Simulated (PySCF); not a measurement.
Start geometry of `[Bi]([O]C)([CH3])[CH3]` (BiMe2(OMe)) from GFN2-xTB (Å):
```
atom  x, y, z in Å
Bi1    0.3579    0.3687    1.0107
C2     2.0806    0.3820   -0.3615
H3     2.3799    1.3938   -0.5824
H4     1.8785   -0.0630   -1.2854
H5     2.8901   -0.2021    0.0538
C6    -0.7069    1.9921   -0.3363
H7    -0.0410    2.8498   -0.4126
H8    -1.6173    2.2737    0.0466
H9    -0.8215    1.5403   -1.2425
O10   -0.6301   -1.1798   -0.0652
C11   -1.2981   -2.1551    0.6784
H12   -0.5745   -2.6705    1.3578
H13   -1.7633   -2.8441   -0.0830
H14   -2.1536   -1.7295    1.2648
```

**Question.** What comes out of this run: PBE0-D3(BJ)/def2-SVP geometry optimisation, gas phase, def2 core potentials past Kr in PySCF 2.14.0?

**Answer.** 
```
atom  x, y, z in Å
Bi1    0.3272    0.4654    1.0061
C2     2.1160    0.3538   -0.3710
H3     2.4725    1.3625   -0.6235
H4     1.7505   -0.1609   -1.2706
H5     2.9249   -0.2280    0.0911
C6    -0.6935    1.9920   -0.3134
H7    -0.0528    2.8755   -0.4478
H8    -1.6554    2.2914    0.1248
H9    -0.8632    1.4923   -1.2771
O10   -0.5941   -1.1266   -0.0511
C11   -1.2787   -2.1087    0.6517
H12   -0.6481   -2.6723    1.3727
H13   -1.6697   -2.8499   -0.0696
H14   -2.1550   -1.7303    1.2211
```

The energy falls by 11.4 kcal/mol over 7 energy and gradient evaluations, the largest force component goes from 0.0607 to 2.1e-04 Eh/bohr, and the atoms move by 0.081 Å rms after alignment. The bond that changes most is Bi1–C6 (ends: bismuth bonded to 2 C and O; carbon bonded to Bi and 3 H), which shortens by 0.102 Å. Bonds longer at the end by more than 0.005 Å: 7 of 13; shorter: 6. Among the angles that change most is Bi1–C2–H4, from 113.4° to 105.0°. Rotational constants go from 3280, 1793, 1665 to 3273, 1804, 1674 MHz. The orientation of the end geometry is arbitrary; only internal coordinates are fixed.

The run used 127 basis functions and 52 SCF cycles in all. The run took 56 s wall on one thread of an Intel Xeon Platinum 8488C, no GPU, on a shared host, and the process peaked at 0.53 GiB of memory.

No frequency check. One conformer, not necessarily the lowest.
